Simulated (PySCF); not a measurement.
**Core binding energy against partial charge**

Meta-tolunitrile, C₈H₇N.
Cartesian coordinates in Å at the PBE0-D3(BJ)/def2-SVP level; atoms count from 1:
```xyz
16
C8H7N angstrom
C     -2.549   -0.705   -0.123
C     -1.159   -0.141   -0.081
C     -0.939    1.232   -0.256
C      0.347    1.766   -0.246
C      1.449    0.939   -0.057
C      1.247   -0.436    0.123
C      2.369   -1.303    0.325
N      3.279   -2.003    0.487
C     -0.051   -0.968    0.112
H     -2.600   -1.693    0.356
H     -3.267   -0.042    0.380
H     -2.891   -0.825   -1.165
H     -1.796    1.896   -0.403
H      0.493    2.839   -0.383
H      2.462    1.345   -0.044
H     -0.188   -2.042    0.257
```

Binding energies: delta-SCF UKS SCAN, pcX-2 on the ionised atom, pcseg-1 elsewhere, spin-free X2C (PySCF). Charges: PBE0/pcSseg-1 ground-state density, for the ionised atom.

| atom | environment | C 1s (eV) | Mulliken (e) | IAO (e) | Hirshfeld (e) | ESP (e) |
| --- | --- | --- | --- | --- | --- | --- |
| C3 | aromatic CH carbon | 290.60 | -0.019 | -0.142 | -0.038 | -0.277 |
| C9 | aromatic CH carbon | 290.71 | +0.101 | -0.137 | -0.037 | -0.329 |
| C5 | aromatic CH carbon | 290.73 | +0.030 | -0.134 | -0.035 | -0.198 |
| C4 | aromatic CH carbon | 290.78 | -0.079 | -0.141 | -0.040 | -0.114 |
| C2 | substituted aromatic carbon | 290.94 | -0.333 | +0.023 | +0.017 | +0.376 |
| C1 | benzylic-type carbon | 291.17 | -0.140 | -0.419 | -0.110 | -0.603 |
| C6 | substituted aromatic carbon | 291.62 | -0.250 | -0.044 | +0.007 | +0.025 |
| C7 | nitrile carbon | 291.92 | +0.146 | +0.136 | +0.075 | +0.358 |

Problem. Give the correlation coefficient and slope of binding energy on charge for each scheme.

Solution. Hirshfeld: r = 0.59, slope 5.2 eV per e; ESP: r = 0.49, slope 0.7 eV per e; IAO: r = 0.44, slope 1.3 eV per e; Mulliken: r = -0.01, slope 0.0 eV per e. Hirshfeld charges have the highest r, on only 8 points.

Problem. The point-charge model writes a binding energy as kq + V + constant, with V the potential of the other atoms' charges at the site. What does it give with the ESP charges?

Solution. V = Σ 14.40 eV Å × q/r over all other atoms: +3.57 eV at C3, +4.61 eV at C9, +2.07 eV at C5, +0.34 eV at C4, -6.35 eV at C2, +8.69 eV at C1, -0.98 eV at C6, -5.79 eV at C7. Fitting binding energy − V to q gives k = 15.8 eV per e and leaves an rms residual of 0.37 eV, against 0.39 eV for the fit on q alone. The model has no term for differences in relaxation between sites.

Spin contamination (⟨S²⟩ against 0.75 for a pure doublet) is marked for C 1s of C2 (0.86) and C 1s of C7 (0.87), which makes these values less certain. Isolated species at its PBE0-D3(BJ)/def2-SVP geometry, gas phase.
